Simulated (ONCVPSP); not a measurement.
W: excitation energies, all-electron against ONCV

```json
{
  "Element": "tungsten",
  "Generator": "ONCVPSP 4.0.1",
  "Type": "optimised norm-conserving Vanderbilt (ONCV)",
  "Functional": "LDA (Perdew-Wang 92)",
  "Relativity": "scalar-relativistic",
  "Frozen core": "[Kr] 4d10 4f14",
  "Valence charge": "14",
  "Reference configuration": "5s2 5p6 5d4 6s2",
  "Partial waves": "5s+6s: rc 1.65 bohr, ncon 4, nbas 8, qcut 5.9 1/bohr, 2 projectors; 5p: rc 1.90 bohr, ncon 4, nbas 7, qcut 6 1/bohr, 2 projectors, debl 0.5 Ha; 5d: rc 2.15 bohr, ncon 4, nbas 9, qcut 6.3 1/bohr, 2 projectors, debl 0.8 Ha",
  "Local potential": "polynomial inside 1.15 bohr (lpopt 5, dvloc0 -1 Ha)",
  "Core correction": "none"
}
```

In the p channel the program set the typed energies aside and used -1.594, 0.250 Ha.

Energies are relative to the spin-unpolarised reference configuration 5s2 5p6 5d4 6s2; without spin polarisation the order of configurations can differ from experiment.

```csv
valence configuration,charge,ΔE all-electron (eV),error AE − PS (meV)
5s2 5p6 5d4 6s1,+1,9.125,-2.8
5s2 5p6 5d4 6s0,+2,25.144,-6.9
5s2 5p6 5d3 6s0,+3,50.849,-13
```

Question: What are ΔE and the potential's error for 5s2 5p6 5d4 6s0 6p2?

Answer: ΔE = 9.434 eV all-electron; the error (AE − PS) is -1.7 meV.

Levels in the configuration 5s2 5p6 5d4 6s0 6p2:

```tsv
level	all-electron (eV)	pseudo (eV)
5s	-82.355	-82.398
5p	-46.434	-46.453
5d	-7.360	-7.359
6p	-2.861	-2.861
```

Note: no bound ghost flagged; GHOST(+) flagged for s at 78.8 eV.
